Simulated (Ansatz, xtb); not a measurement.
Two isomers of F2H4Sn2

Structure I is `[F][SnH]([F])[SnH3]`, a singlet and structure II is `[F][SnH2][SnH2][F]`, a singlet. Both are isolated molecules in the gas phase, relaxed with B3LYP-D3(BJ)/def2-SVP; the shapes shown needn't be the lowest conformers.

I (Å):

```xyz
8

F    -3.3577   -1.4958    1.4204
F    -1.3606   -3.1118    3.0474
Sn   -1.6256   -1.3305    2.3003
Sn    0.2866   -1.0012    0.2805
H    -1.9143   -0.3164    3.6620
H     0.0018    0.4977   -0.5016
H     0.1041   -2.3064   -0.8107
H     1.8442   -1.0122    0.9967
```

II (Å):

| atom | x (Å) | y (Å) | z (Å) |
| --- | --- | --- | --- |
| F | -3.8609 | 0.8119 | 1.0324 |
| F | 0.8524 | -0.8317 | -0.7933 |
| Sn | -2.4036 | 0.9939 | -0.2663 |
| Sn | -0.6063 | -1.0156 | 0.5036 |
| H | -1.8271 | 2.5993 | -0.0521 |
| H | -3.1504 | 0.7519 | -1.7958 |
| H | -1.1796 | -2.6222 | 0.2893 |
| H | 0.1379 | -0.7716 | 2.0339 |

Quicker runs give these differences E(II) − E(I): GFN2-xTB +3.3 kcal/mol; HF/STO-3G +6.8 kcal/mol (at GFN2-xTB geometries); r2SCAN-D4/def2-SVP +5.1 kcal/mol (at GFN2-xTB geometries).

Estimate E(II) − E(I) at the level CCSD(T)/def2-SVP + ΔMP2/def2-TZVPP.

Calculated at CCSD(T)/def2-SVP + ΔMP2/def2-TZVPP: E(II) − E(I) = +4.3 kcal/mol, so structure I lies lower.

The same difference at several levels:

```
                             level               geometry  E(II) − E(I) (kcal/mol)  departure from the last row (kcal/mol)  job, with rough time for the two
                          GFN2-xTB               GFN2-xTB                      +3.3                                    −1.0              optimisation, 0.37 s
                         HF/STO-3G               GFN2-xTB                      +6.8                                    +2.4               single point, 1.9 s
                r2SCAN-D4/def2-SVP               GFN2-xTB                      +5.1                                    +0.8               single point, 2.7 s
             B3LYP-D3(BJ)/def2-SVP  B3LYP-D3(BJ)/def2-SVP                      +3.8                                    −0.5                optimisation, 43 s
                       HF/def2-SVP  B3LYP-D3(BJ)/def2-SVP                      +2.6                                    −1.7           part of the CCSD(T) run
                      MP2/def2-SVP  B3LYP-D3(BJ)/def2-SVP                      +4.5                                    +0.2           part of the CCSD(T) run
                  CCSD(T)/def2-SVP  B3LYP-D3(BJ)/def2-SVP                      +4.3                                     0.0                      single point
CCSD(T)/def2-SVP + ΔMP2/def2-TZVPP  B3LYP-D3(BJ)/def2-SVP                      +4.3                                                        single point, 31 s
```

As drawn, both hold the same kinds of bond in the same numbers.

The levels shown agree on the order. The largest departure from CCSD(T)/def2-SVP + ΔMP2/def2-TZVPP is that of HF/STO-3G, 2.4 kcal/mol. The last row adds to CCSD(T) the change of the MP2 difference between the two basis sets, here 0.0 kcal/mol.

With harmonic frequencies from B3LYP-D3(BJ)/def2-SVP (ideal gas, rigid rotor, one conformer each, 298.15 K, 1 atm): on the last row, ΔE + ΔZPE = +4.5 kcal/mol. A mode under 50 cm⁻¹ makes harmonic enthalpies and free energies unreliable, so none is given.

The correlated steps freeze 10 core orbitals; the filled d shell of Sn is correlated, in a basis made for valence electrons. Atoms past krypton carry core potentials in the def2 sets, other sets are all-electron and non-relativistic, and no spin–orbit term is included. Run with Ansatz 0.2.0, xtb 6.7.1; the last row on 2 threads of Intel(R) Xeon(R) Platinum 8488C (Sapphire Rapids) on a shared host.
